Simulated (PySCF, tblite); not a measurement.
Species: C4H4F4S.
SMILES with atom numbers: `[F:1][CH2:2][C:3](=[S:4])[CH2:5][C:6]([F:7])([F:8])[F:9]` (hydrogens: H10, H11 on C2; H12, H13 on C5)

Computed with GFN2-xTB (tblite), gas phase: Langevin dynamics at 300 K from the optimised GFN2-xTB geometry, time step 0.5 fs, friction 0.01 fs⁻¹, 2000 steps. Over the second half of the run the saved frames average 302 K.

Frame at 250 fs, instantaneous temperature 414 K:
```
atom  x, y, z in Å
F1     -1.802   -0.250    2.029
C2     -1.767    0.596    0.913
C3     -1.101   -0.120   -0.272
S4     -1.629   -0.030   -1.799
C5      0.175   -0.896   -0.061
C6      1.363    0.091   -0.194
F7      1.326    1.039    0.767
F8      1.494    0.647   -1.391
F9      2.516   -0.705   -0.107
H10    -1.097    1.444    1.270
H11    -2.764    0.916    0.704
H12     0.185   -1.629   -0.876
H13     0.250   -1.383    0.896
```

Frame at 425 fs, instantaneous temperature 348 K:
```
atom  x, y, z in Å
F1     -1.547   -0.298    2.436
C2     -1.711    0.528    1.347
C3     -1.392   -0.200    0.081
S4     -2.159    0.004   -1.345
C5     -0.236   -1.241    0.169
C6      1.085   -0.576   -0.191
F7      1.260    0.528    0.517
F8      1.201   -0.256   -1.478
F9      2.085   -1.339    0.175
H10    -1.106    1.411    1.563
H11    -2.746    0.747    1.247
H12    -0.340   -2.153   -0.368
H13    -0.116   -1.476    1.262
```

Frame at 625 fs, instantaneous temperature 280 K:
```
atom  x, y, z in Å
F1     -1.030   -0.686    2.424
C2     -1.862    0.116    1.533
C3     -1.625   -0.205    0.090
S4     -2.611    0.278   -1.097
C5     -0.613   -1.320   -0.270
C6      0.804   -0.899   -0.038
F7      0.871    0.124    0.741
F8      1.435   -0.507   -1.214
F9      1.526   -1.920    0.479
H10    -1.683    1.183    1.754
H11    -2.831   -0.089    1.938
H12    -0.758   -1.594   -1.339
H13    -0.802   -2.297    0.285
```

Frame at 800 fs, instantaneous temperature 303 K:
```
atom  x, y, z in Å
F1     -0.828   -1.279    2.030
C2     -1.849   -0.500    1.712
C3     -1.901   -0.249    0.195
S4     -3.189    0.561   -0.395
C5     -0.814   -0.809   -0.740
C6      0.623   -0.553   -0.376
F7      0.865    0.370    0.552
F8      1.340   -0.279   -1.488
F9      1.224   -1.645    0.208
H10    -1.810    0.549    2.142
H11    -2.851   -0.926    2.085
H12    -0.928   -0.520   -1.811
H13    -0.957   -1.868   -0.643
```

Frame at 1000 fs, instantaneous temperature 269 K:
```
atom  x, y, z in Å
F1     -1.023   -1.579    2.336
C2     -2.137   -0.968    1.849
C3     -2.022   -0.646    0.385
S4     -3.149    0.261   -0.398
C5     -0.862   -1.027   -0.473
C6      0.592   -0.573   -0.185
F7      0.696    0.658    0.385
F8      1.257   -0.597   -1.404
F9      1.294   -1.338    0.613
H10    -2.054   -0.011    2.403
H11    -3.017   -1.600    2.034
H12    -1.212   -0.558   -1.392
H13    -0.769   -2.136   -0.470
```

Q: What do single points at PBE0/pcSseg-1 (PySCF, gas phase) give on these frames?

A: 
| t (fs) | GFN2-xTB E above start (eV) | DFT E above lowest frame (eV) | HOMO (eV) | LUMO (eV) | dipole (D) |
| --- | --- | --- | --- | --- | --- |
| 250 | 0.35 | 0.09 | -7.17 | -3.01 | 1.03 |
| 425 | 0.31 | 0.00 | -7.14 | -3.00 | 1.19 |
| 625 | 0.54 | 0.26 | -7.27 | -3.04 | 2.24 |
| 800 | 0.49 | 0.20 | -7.14 | -2.82 | 1.75 |
| 1000 | 0.60 | 0.37 | -7.24 | -3.01 | 2.21 |

Both levels order the frames alike by energy; measured from each level's lowest frame they differ by 0.08 eV at most. The HOMO–LUMO gap runs from 4.14 to 4.32 eV. These are instantaneous structures, not minima.

Q: And the isotropic GIAO shieldings (ppm) from the same runs?

A: 
```tsv
atom	250 fs	425 fs	625 fs	800 fs	1000 fs	mean	range
F1	390.3	395.4	358.6	396.6	396.9	387.6	38.3
C2	87.8	92.8	83.3	86.1	88.7	87.7	9.5
C3	-83.0	-89.3	-79.7	-90.0	-92.4	-86.9	12.7
S4	-730.4	-711.2	-638.9	-507.9	-633.9	-644.5	222.5
C5	123.2	131.0	114.6	121.8	115.5	121.2	16.4
C6	48.2	59.5	54.2	51.3	50.7	52.8	11.3
F7	248.7	259.3	255.9	245.2	238.8	249.6	20.5
F8	251.6	264.9	219.1	226.8	217.9	236.1	47.0
F9	212.4	254.2	235.2	211.6	244.0	231.5	42.6
H10	24.8	25.6	25.4	25.0	24.8	25.1	0.8
H11	26.5	26.7	25.7	24.7	25.5	25.8	2.0
H12	27.2	29.1	26.8	26.8	25.2	27.0	3.9
H13	27.2	26.1	26.1	27.7	26.8	26.8	1.6
```

The cost below is that of the whole dynamics run. The run took 37 s of wall time on one thread of an Intel Xeon at 2.50 GHz, shared host with 64 logical CPUs at a one-minute load of 52, and the process peaked at 0.18 GiB of memory.
